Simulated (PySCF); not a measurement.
Two species compared at the same levels of theory.

First species: 1-(trimethylsilyl)-1H-1,2,3-triazole, C5H11N3Si.
SMILES: `C[Si](n1ccnn1)(C)C`

Second species: C8H11O2P.
Z-matrix (Å and degrees, GFN2-xTB geometry), rows numbered from 1:
```
C 
O   1  1.4030
C   2  1.3595  1  117.33
C   3  1.3878  2  114.91  1   179.79
C   4  1.3849  3  124.44  2  -179.86
C   5  1.4992  4  119.97  3   179.74
C   5  1.3878  4  121.49  3     0.00
C   7  1.3851  5  124.53  4    -0.10
O   8  1.3596  7  114.98  5   179.97
C   9  1.4027  8  117.21  7  -179.93
P   3  1.7527  2  119.91  1    -0.24
H   1  1.0888  2  106.31  3   179.92
H   1  1.0963  2  111.17  3   -60.55
H   1  1.0962  2  111.17  3    60.47
H   4  1.0813  3  116.02  2     0.00
H   6  1.0863  5  111.14  4     1.96
H   6  1.0888  5  110.26  4   122.67
H   6  1.0892  5  110.18  4  -118.58
H   7  1.0814  5  119.21  4   179.81
H  10  1.0887  9  106.32  8  -179.78
H  10  1.0963  9  111.14  8   -60.28
H  10  1.0964  9  111.15  8    60.71
```

Levels: PBE0/pcSseg-1 for dipole moment, HOMO energy, LUMO energy and HOMO–LUMO gap; GFN2-xTB for rotational constant A and rotational constant C. Geometries: GFN2-xTB. All species are isolated and taken at one optimised geometry, non-relativistic unless stated; the electronic structure was computed with PySCF and density fitting.

Dipoles, sizes and rotational constants follow the conformer. The torsions of the flexible species, by atom-mapped SMILES:
- `[CH3:1][Si:2]([CH3:3])([CH3:4])[n:5]1[cH:6][cH:7][n:8][n:9]1`: C1–Si2–N5–C6 44°
- `[CH3:1][O:2][c:3]1[cH:4][c:5]([CH3:6])[cH:7][c:8]([O:9][CH3:10])[p:11]1`: C1–O2–C3–C4 180°, C7–C8–O9–C10 180°

(1) Which has the higher dipole moment?

(2) Which has the higher rotational constant A?

(3) Which of the two has the higher HOMO energy, and by how much?

(4) Which has the higher HOMO–LUMO gap?

(5) Which of the two has the higher LUMO energy, and by how much?

(6) Which of the two has the higher rotational constant C, and by how much?

Results:

(1) The first: 4.70 D against 0.64 D, a difference of 4.06 D.

(2) The first: 2.318 GHz against 1.085 GHz, a difference of 1.233 GHz.

(3) The second: -6.35 eV against -7.39 eV, a difference of 1.04 eV.

(4) The first: 7.42 eV against 5.44 eV, a difference of 1.98 eV.

(5) The first: 0.03 eV against -0.91 eV, a difference of 0.94 eV.

(6) The first: 0.901 GHz against 0.501 GHz, a difference of 0.400 GHz.

On the first: The dipole matches unit charges of opposite sign 0.98 Å apart (1 e·Å = 4.8032 D).

On the second: The dipole matches unit charges of opposite sign 0.13 Å apart (1 e·Å = 4.8032 D). GFN2-xTB frequencies show an imaginary mode (33i cm⁻¹), so this geometry is no minimum at that level.
